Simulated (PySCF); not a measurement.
# Computed vibrations of Pr(NH2)3

Pr(NH2)3 (singlet in the valence; each metal's 4f electrons, 2 of them, lie in its core potential, out of spins and levels). PySCF 2.14.0, RKS PBE0, Pr lcecp-1-SVP with ECP48, N def2-SVP, H def2-SVP; non-relativistic Hamiltonian with scalar-relativistic core potentials where named; density fitting; no spin-orbit coupling. Central differences of gradients.

```xyz
10

Pr    0.0000    0.0000    0.0000
N     2.2979    0.0000    0.0000
H     2.9276    0.0000    0.8046
H     2.9276    0.0000   -0.8046
N    -1.1489    1.9900    0.0000
H    -1.4638    2.5354    0.8046
H    -1.4638    2.5354   -0.8046
N    -1.1489   -1.9900    0.0000
H    -1.4638   -2.5354    0.8046
H    -1.4638   -2.5354   -0.8046
```

Run from Python with OMP_NUM_THREADS=2. Where DIIS fails, smearing, a level shift and second-order steps follow.
It took 46 s on 2 threads of Arm Neoverse V1, with other jobs on the host.

(1) What are the harmonic wavenumbers and infrared intensities?

(2) Is this a minimum?

An lcecp potential fixes the number of 4f electrons, so in runs with it no electron can move into or out of that shell.

Answers

(1) Modes are labelled in D3h; negative numbers are unstable modes, those under 60 cm⁻¹ near the noise; a finer grid moves soft modes by up to 10 cm⁻¹.
```tsv
cm⁻¹	km/mol	symmetry
-466	–	e''
-466	–	e''
-431	–	a1''
-119	–	a2''
109	0.2	e'
109	0.2	e'
271	146.3	a2''
272	0.0	e''
272	0.0	e''
377	0.0	a2'
420	288.5	e'
420	288.5	e'
485	226.2	e'
485	226.2	e'
511	0.0	a1'
1521	26.4	e'
1521	26.4	e'
1522	0.0	a1'
3522	9.8	e'
3522	9.8	e'
3522	0.0	a1'
3597	0.0	e''
3597	0.0	e''
3597	3.5	a2''
```

(2) No: 4 unstable; the lowest moves the atoms so:
```
Pr   0.00  0.00  0.00
N    0.00  0.00  0.02
H    0.02  0.49  0.00
H   -0.02 -0.49  0.00
N    0.00  0.00  0.02
H    0.42  0.27  0.00
H   -0.42 -0.27  0.00
N    0.00  0.00 -0.03
H    0.03  0.03  0.00
H   -0.03 -0.03  0.00
```
